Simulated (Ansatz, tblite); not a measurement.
Cost and result up the ladder for BCl₃ (4 atoms). Charge 0, multiplicity 1. Geometry: PBE-D4/def2-TZVP.

```xyz
4

B     0.000    0.000    0.000
Cl   -1.182   -0.028    1.287
Cl   -0.299   -0.880   -1.480
Cl    1.481    0.908    0.193
```

Ansatz on 2 threads of Intel Xeon Platinum 8259CL on a shared host; xTB runs through tblite on one thread. Times are rough, summed over both states, and most runs start from the orbitals of an earlier one. PBE-QIDH/def2-TZVP serves as the yardstick here, not as an exact answer. The other state is a doublet.

The xTB rows come from tblite. B3LYP takes the VWN-RPA correlation. Correlated methods freeze 16 core orbitals.

Raw xTB energies of ions are shifted by several eV.

```tsv
level	functions	wall time	vertical IE (eV)	difference from PBE-QIDH/def2-TZVP (eV)	remarks
GFN1-xTB	31	0.011 s	15.57	3.58	–
GFN2-xTB	31	0.011 s	15.29	3.30	–
PBE-D4/def2-TZVP (with forces)	142	5.2 s	10.80	-1.19	–
B3LYP-D4/def2-TZVP	142	6.6 s	11.23	-0.76	–
PBE0-D4/def2-TZVP	142	7.2 s	11.33	-0.66	–
r2SCAN-D4/def2-TZVP (with forces)	142	9.3 s	11.07	-0.93	–
r2SCANh-D4/def2-TZVP	142	12 s	11.24	-0.76	–
B97M-V/def2-TZVP	142	15 s	11.18	-0.81	–
PBE-QIDH/def2-TZVP	142	19 s	11.99	0.00	–
ωB97M-V/def2-TZVP	142	38 s	11.67	-0.33	–
CCSD(T)/def2-TZVPP	157	46 s	11.71	-0.28	large T1 (+1 doublet)
```
